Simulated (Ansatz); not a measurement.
Basis-set extrapolation for C3H9AlSi, SMILES `C=[CH][AlH][CH2][SiH3]` (PBE0-D4/def2-TZVP geometry, frozen core, the Gaussian-basis code of Ansatz). Multiplicity 1, RHF reference.

|  | def2-TZVPP | def2-QZVPP |
| --- | --- | --- |
| HF | -649.737485 | -649.759078 |
| MP2 correlation | -0.707782 | -0.754174 |
| CCSD(T) correlation | -0.802515 | not run |

Energies in hartree. Use E(X) = E(∞) + A·exp(−7.88·√X) for Hartree–Fock and E(X) = E(∞) + B·X^(−2.97) for correlation, with X = 3 and 4, and add CCSD(T) minus MP2 of the smaller set to the MP2 limit.

Q: What is the CCSD(T) energy at the basis-set limit?

A: HF limit: -649.759078 + (-0.021593) × 0.13774 = -649.76205. MP2 limit: -0.754174 + (-0.046392) × 0.74074 = -0.78854. Higher-order term: -0.802515 − (-0.707782) = -0.09473. Total: -650.64532 hartree, 2.87 eV below CCSD(T)/def2-TZVPP.
